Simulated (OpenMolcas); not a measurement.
# Ce3+ in CaF2

Ce3+ with its 8 nearest fluoride ions at 2.422 Å, on the Ca site of CaF2 (a = 5.46294 Å, distance in the model lattice 2.366 Å). The rest of the host is ab initio model potentials to 7.6 Å and point charges beyond; the distance is set by hand and nothing relaxes, and no local charge compensation is placed. Ligand basis ANO-RCC-VDZP.

- Program: OpenMolcas
- Method: CASSCF
- Basis: ANO-RCC-VDZP [7s6p4d2f1g]
- Scalar Hamiltonian: DKH2, point nucleus
- Active space: 1 electron in 7 orbitals (4f)
- State averaging: 2S+1 = 2 odd, 7 roots
- Spin-orbit coupling: state interaction with AMFI integrals over the reference wave functions

The lowest spin-free states (labels of O, the rotations of Oh), above the lowest:

```tsv
State	Degeneracy	E (cm-1)	Free-ion L (%)
2T2	3	0.0	F (100)
2T1	3	71.1	F (100)
2A2	1	1901	F (100)
```

The lowest levels with spin-orbit coupling:

```
E (cm-1)  Degeneracy  Label  2S+1     J  |mJ| (%)               g
     0.0           4     Γ8     2  2.51  1/2 (50)                
   456.1           2     Γ7     2  2.61  3/2 (78)  1.34 1.34 1.34
    2349           4     Γ8     2  3.51  3/2 (38)                
    2380           2     Γ6     2  3.51  1/2 (58)  2.65 2.65 2.65
    3716           2     Γ7     2  3.41  5/2 (70)  3.34 3.34 3.34
```

Powder χT (cm3 K/mol): 0.492 at 2 K, 0.498 at 10 K, 0.53 at 50 K, 0.57 at 100 K, 0.636 at 200 K, 0.68 at 300 K. The effective moment at 300 K is 2.828 √(χT) = 2.33 μB.

Hund's rules give f1 the level 2F5/2 with g = 0.857, so an isolated free-ion multiplet has χT = g² J(J+1) / 8 = 0.804 cm3 K/mol. The computed 0.680 at 300 K differs by -15 %, through the field's splitting, the mixing of terms and any other multiplet in reach.

Stevens parameters of the J = 5/2 multiplet, which is 456 cm-1 wide (cm-1, z along the main axis): B40 = -1.253e+00, B44 = -6.428e+00.

Metal share of the active 4f orbitals (Löwdin): 99, 99, 99, 99, 100, 100, 100 %; Mulliken charge of the metal 2.23.

No measured value stands beside these numbers; the geometry was set by hand and not optimised.
